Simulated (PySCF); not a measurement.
Cd(Me) (CH3Cd), SMILES [CH3][Cd+], charge +1.

Geometry: B3LYP-D3(BJ)/def2-TZVP. The multiplicity is an assumed one; other spin states were not compared. The isomer is the one that the SMILES or the coordinates give; other isomers of the formula were not compared. The def2 effective core potentials stand for the cores of Cd; spin–orbit coupling is left out.

Computed with r2SCAN/def2-TZVPD in PySCF.

Symmetry labels are those of the subgroup Cs that the program uses (full group C3v).

Question: List the valence orbital energies around the gap with their symmetry. (Estimate from the structure and the level; the computed values follow.)

Answer: 
```tsv
orbital	symmetry	energy (eV)
HOMO−7	A"	-19.69
HOMO−6	A'	-19.69
HOMO−5	A'	-19.67
HOMO−4	A'	-19.57
HOMO−3	A"	-19.57
HOMO−2	A"	-16.11
HOMO−1	A'	-16.11
HOMO	A'	-13.33
LUMO	A'	-9.70
LUMO+1	A"	-6.09
LUMO+2	A'	-6.09
LUMO+3	A'	-3.78
```
